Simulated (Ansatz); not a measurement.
A structure relaxed at PBE0-D4/def2-TZVP, charge 0, multiplicity 1:

```xyz
13

Si    1.479    1.381    0.869
Si   -0.528    0.251    1.388
B    -0.367   -1.244    0.108
Ge   -0.952   -1.049   -1.854
H     2.654    0.519    1.163
H     1.502    1.743   -0.574
H     1.580    2.625    1.678
H    -1.640    1.199    1.103
H    -0.511   -0.080    2.840
H     0.190   -2.254    0.426
H    -1.380    0.380   -2.232
H    -2.170   -1.972   -2.075
H     0.144   -1.499   -2.838
```

Problem. Give its formula and SMILES.

Solution. BGeH9Si2, `[SiH3][SiH2][BH][GeH3]`.

Problem. Point group (tolerance 0.08 Å, 0.16 Å for H)?

Solution. C1.

Problem. Summarise the bond lengths by kind.

Solution. 1 × Si–Si 2.361 Å; 5 × H–Si 1.487 to 1.489 Å; 1 × B–Si 1.975 Å; 1 × B–Ge 2.057 Å; 1 × B–H 1.196 Å; 3 × Ge–H 1.539 to 1.544 Å.

All numbers were calculated with Ansatz.
